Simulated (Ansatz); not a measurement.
`FCSS` and `F[SiH2]SS` differ in one element.

Ansatz, PBE0-D4/def2-TZVP geometries, multiplicity 1. Each molecule was computed in one conformer, which needn't be the lowest.

```json
{"property": "HOMO–LUMO gap (ωB97M-V/def2-TZVPP) / eV", "`FCSS`": "10.92"}
{"property": "HOMO–LUMO gap (PBE0/def2-TZVPP) / eV", "`FCSS`": "6.65"}
{"property": "ideal-gas entropy at 298 K and 1 bar (rigid rotor, harmonic PBE0-D4/def2-TZVP) / J/(mol·K)", "`FCSS`": "313"}
{"property": "HOMO energy (ωB97M-V/def2-TZVPP) / eV", "`FCSS`": "-9.68"}
{"property": "HOMO–LUMO gap (PBE/def2-TZVPP) / eV", "`FCSS`": "4.43"}
{"property": "LUMO energy (ωB97M-V/def2-TZVPP) / eV", "`FCSS`": "1.24"}
```

Question: Give the same properties after the change, and the shifts. (An estimate is asked.)

Answer: Computed: 
```
                                                                                  property  `F[SiH2]SS`  shift
                                                   HOMO–LUMO gap (ωB97M-V/def2-TZVPP) / eV        10.48  -0.44
                                                      HOMO–LUMO gap (PBE0/def2-TZVPP) / eV         6.26  -0.39
ideal-gas entropy at 298 K and 1 bar (rigid rotor, harmonic PBE0-D4/def2-TZVP) / J/(mol·K)          330     17
                                                     HOMO energy (ωB97M-V/def2-TZVPP) / eV        -9.85  -0.17
                                                       HOMO–LUMO gap (PBE/def2-TZVPP) / eV         4.06  -0.37
                                                     LUMO energy (ωB97M-V/def2-TZVPP) / eV         0.63  -0.61
```

With PBE0 the HOMO falls by 0.21 eV and the LUMO falls by 0.61 eV, so the gap narrows by about 0.40 eV. PBE moves the HOMO by -0.22 eV and ωB97M-V by -0.17 eV.
